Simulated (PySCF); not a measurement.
## Worked example: oscillator strength and radiative lifetime

B(Cl)2(NH2) (BCl₂H₂N), SMILES NB(Cl)Cl.

The structure is a stationary point at ωB97X-D3(BJ)/def2-SVP. The values are those of a single conformer.

TDDFT-LC-ωPBE/def2-SVPD in PySCF puts the first singlet state with f over 0.02 at 8.04 eV (vertical), with the transition dipole (0.000, 0.000, 1.069) in atomic units.

Problem. Find the oscillator strength, the wavelength and the radiative lifetime that this transition would have in vacuum if emission retraced absorption.

Solution. 
|μ|² = 1.1428 au, so |μ| = 2.72 D. ΔE = 8.04/27.211 = 0.2955 hartree. f = (2/3) ΔE |μ|² = 0.225 (the program prints 0.225).
λ = 1239.84/8.04 = 154 nm; ν = 64847 cm⁻¹.
Einstein's coefficient A = 0.6670 ν² f s⁻¹ (ν in cm⁻¹) = 6.3e8 s⁻¹, so τ = 1/A = 1.6 ns. This state is S2; the lower singlet has f = 0.000. The figure is the radiative limit of this one transition; relaxation, internal conversion, crossing to triplets and a medium change what is measured.
